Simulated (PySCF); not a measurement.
**A ladder for the ionisation energy of Tm⁺**

Tm⁺ [Xe] 4f13 6s1 (3F) → Tm²⁺ [Xe] 4f13 (2F). Scalar values calculated with PySCF 2.14 in ANO-RCC-VTZP (spin-free X2C; valence: [Kr] 4d10 frozen; valence and next inner shell: [Ar] 3d10 frozen). The spin-orbit shift comes from two-component X2C-1e calculations (generalised Hartree-Fock, GHF, and MP2 on its spinors, GMP2) in x2c-TZVPPall-2c: GMP2 gives 12.090 eV without and 12.093 eV with screened spin-orbit coupling, a shift of 0.003 eV (GHF: 0.005 eV). Sums use unrounded values; where a UHF row is shifted, it takes the GHF shift.

```tsv
method	scalar (eV)	plus spin-orbit shift (eV)	error (eV)
UHF	11.157	11.162	-0.903
LDA	12.485	12.489	0.424
PBE	12.273	12.276	0.211
PBE0	12.042	12.045	-0.020
r2SCAN	11.987	11.991	-0.074
MP2 (valence)	12.049	12.052	-0.013
SCS-MP2 (valence)	11.877	11.880	-0.185
MP2 (valence and next inner shell)	12.087	12.090	0.025
SCS-MP2 (valence and next inner shell)	11.910	11.913	-0.152
PW91	12.318	12.321	0.256
revPBE	12.151	12.154	0.089
CCSD (valence)	11.825	11.828	-0.237
CCSD(T) (valence)	11.925	11.928	-0.137
```

Reference: 12.065 ± 0.02 eV (semi-empirical (NIST evaluation); NIST Atomic Spectra Database, ionization energies).

The errors of the correlated levels include the incompleteness of the basis and the frozen core, so a lower level can come closer by cancellation.
